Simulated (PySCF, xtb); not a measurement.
C₄H₃ClF₂, SMILES C=C(F)/C(Cl)=C\F. The values are those of a single conformer.

Harmonic wavenumbers (cm⁻¹) from GFN2-xTB (xtb 6.7.1) at its own minimum, in rising order: 37, 163, 243, 255, 306, 358, 410, 454, 606, 701, 756, 789, 874, 927, 967, 1118, 1202, 1292, 1358, 1646, 1669, 3084, 3141, 3184.

What does B3LYP-D3(BJ)/def2-SVP (PySCF) give at its own minimum? (Estimate from the structure and the level; the computed values follow.)

54, 207, 274, 275, 335, 381, 446, 494, 675, 728, 775, 863, 876, 957, 1016, 1190, 1295, 1378, 1413, 1685, 1736, 3186, 3214, 3300. Paired by order, the mean absolute difference is 51 cm⁻¹ and the zero-point energies are 36.5 and 38.2 kcal/mol.
